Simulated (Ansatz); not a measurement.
Two isomers of C2H8ClNSi: A = `CC(Cl)[SiH2]N`, B = `CN[SiH2]CCl`.

Calculated with Ansatz (gas phase, PBE0-D4/def2-TZVP geometries, no zero-point term in ΔE). CCSD(T)/CBS is the MP2 limit (def2-TZVPP, def2-QZVPP) plus CCSD(T) − MP2 in def2-TZVPP, frozen cores. Functionals use def2-TZVPP. B3LYP here is the variant with VWN-RPA as its local correlation; programs differ in this. One conformer a species, not always the lowest.

Problem. Which isomer does CCSD(T)/CBS put lower? Give the gap. (An estimate is asked.)

Solution. The calculation gave: A, by 11.4 kcal/mol.

Problem. Give E(B) − E(A) in kcal/mol with HF/def2-TZVPP, MP2/def2-TZVPP, ωB97M-V, PBE0-D4, PBE-D4, B3LYP-D4, B2PLYP. (Best estimate.)

Solution. The calculation gave: HF/def2-TZVPP 8.9, MP2/def2-TZVPP 12.0, ωB97M-V 11.0, PBE0-D4 10.6, PBE-D4 10.5, B3LYP-D4 10.1, B2PLYP 10.4. None reverses the order clearly.

Largest T1 diagnostic: 0.010.

In def2-TZVPP, CCSD(T) changes the Hartree–Fock value by +2.1 kcal/mol (the triples alone add +0.4 kcal/mol) and MP2 by +3.1 kcal/mol.
